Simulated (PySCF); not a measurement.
Computed IR spectrum (relative IR intensity) of a molecule CH8FNSi2. Coordinates come from a B3LYP-D3(BJ)/def2-SVP optimisation. The values are those of a single conformer. Method: PySCF with B3LYP-D3(BJ)/def2-SVP. Frequencies are harmonic and unscaled.

Lines under 2 % of the strongest are left out, and lines within 2 cm⁻¹ are merged.

```csv
ν (cm⁻¹),relative intensity
341,6.1
711,16
736,22
796,4.1
857,12
928,100
934,59
948,47
961,44
974,79
1005,20
1132,21
1139,31
1216,27
1487,3.6
2203,48
2214,38
2251,17
2256,33
2281,49
3000,17
3068,8.0
3096,4.9
```

Problem. Identify the compound among the candidates.
A) CN([SiH3])[SiH2]F
B) NC[Si@H](F)[SiH3]
C) N[SiH2][C@H](F)[SiH3]
D) C[Si@@H](F)[SiH2]N

Solution. A, CN([SiH3])[SiH2]F
